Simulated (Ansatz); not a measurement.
Basis-set extrapolation for C5H11NO, SMILES `CCCCC(N)=O` (PBE0-D4/def2-TZVP geometry, frozen core, Ansatz). Multiplicity 1, RHF reference.

```tsv
	def2-TZVPP	def2-QZVPP
HF	-325.215258	-325.230348
MP2 correlation	-1.295106	-1.382689
CCSD(T) correlation	-1.402728	not run
```

Energies in hartree. Use E(X) = E(∞) + A·exp(−7.88·√X) for Hartree–Fock and E(X) = E(∞) + B·X^(−2.97) for correlation, with X = 3 and 4, and add CCSD(T) minus MP2 of the smaller set to the MP2 limit.

Task: What is the CCSD(T) energy at the basis-set limit?

Result: HF limit: -325.230348 + (-0.015090) × 0.13774 = -325.23243. MP2 limit: -1.382689 + (-0.087583) × 0.74074 = -1.44757. Higher-order term: -1.402728 − (-1.295106) = -0.10762. Total: -326.78762 hartree, 445.4 kJ/mol below CCSD(T)/def2-TZVPP.
